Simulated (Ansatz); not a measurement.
Consider the formal exchange of groups at the Se–B bond: `B[SeH]` + `[SiH3]Br` → `[SeH][SiH2]Br` + BH₃.

Calculated with Ansatz (gas phase, PBE0-D4/def2-TZVP geometries, no zero-point term in ΔE). CCSD(T)/CBS adds triple-zeta CCSD(T) − MP2 to the extrapolated MP2 energy (def2 sets, frozen cores). This one scheme is used for every species. Functionals use def2-TZVPP. B3LYP here is the variant with VWN-RPA as its local correlation; programs differ in this. HSE06 is defined as in plane-wave codes. For Br, Se outer-core shells are correlated without core-valence functions, which leaves a few kJ/mol of doubt a bond. Scalar relativity is left out up to krypton. One conformer a species, not always the lowest.

```
             level  ΔE (kJ/mol)  difference from CCSD(T)/CBS
       LDA (SPW92)         52.8                         17.4
            PBE-D4         42.6                          7.2
         revPBE-D4         39.5                          4.1
         r2SCAN-D4         40.3                          4.9
            B97M-V         42.2                          6.8
           PBE0-D4         37.6                          2.2
          B3LYP-D4         35.3                         -0.1
        r2SCANh-D4         38.8                          3.4
          HSE06-D4         37.6                          2.2
      CAM-B3LYP-D4         36.9                          1.5
           ωB97X-V         34.8                         -0.6
           ωB97M-V         34.6                         -0.8
            B2PLYP         39.1                          3.7
          PBE-QIDH         36.8                          1.4
               PBE         46.2                         10.8
            revPBE         44.4                          9.0
              BLYP         45.1                          9.7
            r2SCAN         41.1                          5.7
              PBE0         40.8                          5.4
             B3LYP         41.2                          5.8
           r2SCANh         39.7                          4.3
           r2SCAN0         38.0                          2.6
             HSE06         40.8                          5.4
             BHLYP         36.3                          0.9
         CAM-B3LYP         40.6                          5.2
           LC-ωPBE         37.6                          2.2
       HF/def2-SVP         36.4                          1.0
      MP2/def2-SVP         46.6                         11.2
  CCSD(T)/def2-SVP         51.9                         16.5
     HF/def2-TZVPP         28.6                         -6.8
    MP2/def2-TZVPP         35.5                          0.1
SCS-MP2/def2-TZVPP         35.0                         -0.4
   CCSD/def2-TZVPP         38.6                          3.2
CCSD(T)/def2-TZVPP         40.4                          5.0
     HF/def2-QZVPP         28.1                         -7.3
    MP2/def2-QZVPP         32.4                         -3.0
SCS-MP2/def2-QZVPP         32.3                         -3.1
      HF/CBS(def2)         28.0                         -7.4
     MP2/CBS(def2)         30.5                         -4.9
    CCSD/CBS(def2)         33.6                         -1.8
       CCSD(T)/CBS         35.4                            0
```

**Question.** What do rigid-rotor, harmonic-oscillator terms from PBE0-D4/def2-TZVP frequencies (298.15 K, 1 bar) make of the CCSD(T)/CBS value? (Best estimate.)

**Answer.** Computed: ΔZPE = -4.6 kJ/mol, ΔH = +34.2 kJ/mol, ΔS = -2 J/(mol·K), ΔG = +34.9 kJ/mol.

Largest T1 diagnostic among the species: 0.013.

In def2-TZVPP, CCSD(T) changes the Hartree–Fock value by +11.7 kJ/mol (the triples alone add +1.8 kJ/mol) and MP2 by +6.9 kJ/mol. From BLYP to BHLYP (50 % exact exchange), in def2-TZVPP and without D4, ΔE moves by −8.8 kJ/mol. Leaving LDA and LC-ωPBE aside and taking each functional with its dispersion term where it has one, the values, not all of them listed here, spread over 13.1 kJ/mol, from BHLYP-D4 to PBE-D4. LDA lies +6.7 kJ/mol from PBE without D4.
